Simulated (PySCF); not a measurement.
**Dipole moment and polarisability of `CC=C(OC=O)OC=O`**

Compound: C₅H₆O₄.
Atom-mapped SMILES: `[CH3:1][CH:2]=[C:3]([O:4][CH:5]=[O:6])[O:7][CH:8]=[O:9]` (hydrogens: H10, H11, H12 on C1; H13 on C2; H14 on C5; H15 on C8)

Geometry (GFN2-xTB, Å), atoms numbered from 1 in this order:
```xyz
15
C5H6O4 angstrom
C      1.7498   -1.4733   -0.9181
C      1.0897   -0.1417   -0.9935
C      0.0827    0.2430   -0.2169
O     -0.5082    1.4772   -0.4047
C     -0.9193    2.2102    0.6347
O     -0.7611    1.9728    1.7914
O     -0.4021   -0.5690    0.7880
C     -1.7057   -0.6131    1.0758
O     -2.5922   -0.0671    0.4968
H      2.8207   -1.3469   -0.7684
H      1.3427   -2.0634   -0.1031
H      1.6084   -2.0097   -1.8557
H      1.4467    0.5587   -1.7320
H     -1.4285    3.0991    0.2319
H     -1.8279   -1.2688    1.9521
```

Level: CAM-B3LYP/def2-SVPD (PySCF), static field, nuclei fixed, core orbitals frozen in the response. The polarisability tensor in these axes (au):

```
x    82.13 -13.30 -16.10
y   -13.30  73.24   4.11
z   -16.10   4.11  72.24
```

Q: What are the eigenvalues, a third of the trace, and Δα (Δα² = ½Σ(αi − αj)² over the three pairs)?

A: Principal values 58.26, 68.86 and 100.49 au; mean 75.87 au = 11.24 Å³ = 12.51 × 10⁻⁴⁰ C²·m²/J; Δα = 38.06 au (50 % of the mean).

Q: What is the dipole moment, and where does it point?

A: (2.02, -1.08, -1.48) D, 2.73 D in size, pointing from the negative to the positive side. Measured along this direction, the outermost atoms are H14 and O6 at the negative end and H10 and H12 at the positive end.

Q: Form Σ f/ω² (atomic units) for the 8 lowest TDDFT singlets, given as eV and f, and set it beside the mean polarisability, which is this sum over all singlets: 5.53, 0.1095; 5.71, 0.0006; 6.17, 0.2426; 6.71, 0.0200; 6.99, 0.0289; 7.52, 0.1295; 7.77, 0.0092; 7.79, 0.0431.

A: They add up to 10.48 au, 13.8 % of the 75.87 au; the largest single term is 4.71 au, from the state at 6.17 eV. Terms in order: 2.65, 0.01, 4.71, 0.33, 0.44, 1.69, 0.11, 0.53 au. Higher excitations give the rest. The strengths listed sum to 0.583.

Q: What would n − 1 = 2πNα be for an ideal gas of these molecules at 500 K and 1 atm, electronic part alone?

A: N = p/kT = 1.4678 × 10¹⁹ cm⁻³, so n − 1 = 2π × N × 11.24 × 10⁻²⁴ cm³ = 1037 × 10⁻⁶ at long wavelengths, for an ideal gas.

Q: Give the principal axes and the span of the nuclei along them.

A: Largest value along (0.75, -0.44, -0.49), where the nuclei span 5.64 Å; middle along (0.08, 0.80, -0.60), 4.55 Å; least along (0.66, 0.41, 0.64), 2.86 Å. The response follows the extents in order.

Q: Find the Langevin capture rate constant for O2+ (31.990 u) meeting this molecule (130.027 u), k = 2.342 × 10⁻⁹ cm³/s × √(α in Å³ / reduced mass in u).

A: The reduced mass is 25.67 u, so k = 1.55 × 10⁻⁹ cm³/s. The formula leaves out the permanent dipole, which adds to the capture rate.

Q: What molar refraction does this α imply?

A: Lorentz–Lorenz: R = (4π/3)N_A α = 2.5225 cm³/(mol·Å³) × 11.24 Å³ = 28.4 cm³/mol, in the limit of long wavelengths.

Geometry: GFN2-xTB, one conformer, isolated molecule.
